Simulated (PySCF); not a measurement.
From orbital energies to the Hartree-Fock energy

System: H$_{4}$N, charge +1, singlet, geometry from GFN2-xTB. Level: HF/def2-SV(P) run with PySCF. Sums are taken with unrounded values, so a last digit can differ.

Occupied orbital energies (Eh, each doubly occupied): -15.93731, -1.53282, -1.00383, -1.00383, -1.00383. One-electron energy -104.53919 Eh, nuclear repulsion 16.27965 Eh.

**Question.** Work out the total energy, and say why twice the sum of orbital energies isn't the electronic energy.

**Answer.** Twice the sum of the occupied levels is -40.96320 Eh. It holds the one-electron energy once and the electron-electron energy twice, since each pair is counted from both sides: 2Σε = E1 + 2 E2. So E2 = (-40.96320 - (-104.53919))/2 = 31.78799 Eh, and E = E1 + E2 + E_nuc = -56.47154 Eh. PySCF's converged energy is -56.47154 Eh.
